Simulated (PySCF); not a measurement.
**Radial density of Sn (tin, neutral)**

B97-3, [Kr] 4d10 5s2 5p2, high-spin 3P determinant. All numbers are calculated (PySCF 2.14, the non-relativistic Hamiltonian (point nucleus), in dyall-av2z).

```
r (bohr)  4πr²ρ (e/bohr)  4πr²(ρα − ρβ)
0.000539          0.3042         0.0000
0.000907          0.8297         0.0000
 0.00152           2.207         0.0000
 0.00256           5.627         0.0000
 0.00431           13.37         0.0000
 0.00726           28.21         0.0001
  0.0122           48.95         0.0005
  0.0205           62.50         0.0027
  0.0345           56.67         0.0104
  0.0581           62.39         0.0222
  0.0977           81.02         0.0083
   0.164           58.28         0.0012
   0.276           66.89         0.0413
   0.465           26.94         0.0142
   0.782           23.64         0.0807
    1.32           9.757         0.0557
    2.21           2.388         0.7189
    3.72          0.7621         0.4642
    6.26         0.06888         0.0576
    10.5       0.0001868         0.0002
```

A non-relativistic calculation at this Z misses sizeable relativistic shifts.
